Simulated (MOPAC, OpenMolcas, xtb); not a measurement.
How methods differ on SiH4O3 (SMILES O[SiH](O)O)

The species is SiH4O3 (8 atoms), meant as a singlet with charge 0. As SMILES, `O[SiH](O)O`. The coordinates come from a PBE0-D4/def2-TZVP relaxation. This is one conformer, not always the lowest.

Each level gives the HOMO–LUMO gap (eV). The values are calculated.

| level | kind | program | value (eV) |
| --- | --- | --- | --- |
| PM7 | semi-empirical | MOPAC | 12.54 |
| GFN1-xTB | semi-empirical | xtb | 8.90 |
| HF/6-311+G** | Hartree–Fock | OpenMolcas | 14.72 |
| SVWN5/6-311+G** | LDA | OpenMolcas | 6.86 |
| BLYP/6-311+G** | GGA | OpenMolcas | 6.63 |
| PBE/6-311+G** | GGA | OpenMolcas | 6.76 |
| r2SCAN/6-311+G** | meta-GGA | OpenMolcas | 7.84 |
| PBE0/6-311+G** | global hybrid | OpenMolcas | 9.07 |
| B2PLYP/6-311+G** | double hybrid | OpenMolcas | 11.20 |

The values span 6.63 to 14.72 eV. Orbital gaps aren't excitation energies, and those of double hybrids come from the SCF part alone; they tend to grow with the share of exact exchange.
